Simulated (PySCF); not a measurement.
Species: C₃H₈O₂Si.
Numbering: `[OH:1][CH2:2]/[CH:3]=[CH:4]\[O:5][SiH3:6]` (hydrogens: H7 on O1; H8, H9 on C2; H10 on C3; H11 on C4; H12, H13, H14 on Si6)

Method: PBE0-D3(BJ)/def2-SVP geometry optimisation, gas phase (PySCF 2.14.0); density fitting, grid level 1; the optimiser is geomeTRIC in internal coordinates, started from a GFN2-xTB structure with every atom displaced at random (about 0.01 Å).

Geometry at step 3:
```
atom  x, y, z in Å
O1     -2.9985    0.2343    0.6233
C2     -1.9814    0.1890   -0.3487
C3     -1.0265   -0.9358   -0.1099
C4      0.2982   -0.7949   -0.0158
O5      0.9464    0.3797   -0.1684
Si6     2.5861    0.6711   -0.0168
H7     -2.5698    0.3353    1.4797
H8     -2.4932    0.0463   -1.3138
H9     -1.4242    1.1422   -0.4193
H10    -1.4426   -1.9368    0.0214
H11     0.9378   -1.6648    0.1764
H12     3.0619    0.2876    1.3474
H13     2.7462    2.1319   -0.2386
H14     3.3519   -0.1064   -1.0359
```

Problem. What forces act on the atoms?

Solution. 
```csv
atom,Fx (eV/Å),Fy (eV/Å),Fz (eV/Å)
O1,-0.048,0.044,0.000
C2,-0.028,-0.034,0.051
C3,0.010,0.249,-0.042
C4,0.224,-0.247,0.000
O5,-0.234,0.143,-0.027
Si6,0.107,0.052,0.017
H7,0.007,-0.013,-0.006
H8,-0.037,0.003,-0.032
H9,0.001,-0.026,-0.002
H10,-0.024,-0.038,0.014
H11,0.024,-0.093,0.035
H12,-0.012,-0.005,-0.010
H13,0.015,-0.024,0.005
H14,-0.004,-0.013,-0.002
```

The largest, 0.33 eV/Å, acts on C4; the rms over all components is 0.083 eV/Å. The forces sum to zero within rounding, as they must for an isolated molecule in no field.

Problem. Give the force on C4 in Eh/bohr and in nN.

Solution. 0.333 eV/Å ÷ 51.422 = 0.00648 Eh/bohr, and 0.333 eV/Å × 1.602 = 0.53 nN.

Problem. How far is this geometry from the end of the optimisation?

Solution. 0.005 eV above it, and 0.021 Å rms away after alignment. The bonds farthest from their final lengths, with half the difference of the two atoms' forces along the bond (positive lengthens):

```
  bond  now (Å)  final (Å)  force along bond (eV/Å)
O5–Si6    1.672      1.678                    +0.16
 C4–O5    1.350      1.354                    +0.06
C4–H11    1.097      1.099                    -0.12
C3–H10    1.092      1.094                    +0.14
 C3=C4    1.335      1.337                    +0.08
```

The angle farthest from its final value is C4–O5–Si6, 127.7° against 125.7°.

The cost below is that of the whole optimisation. Time: 65 s; peak memory 0.53 GiB. Hardware: an Intel Xeon Platinum 8259CL at 2.50 GHz with one thread, no GPU, shared host with 96 logical CPUs at a one-minute load of 35.
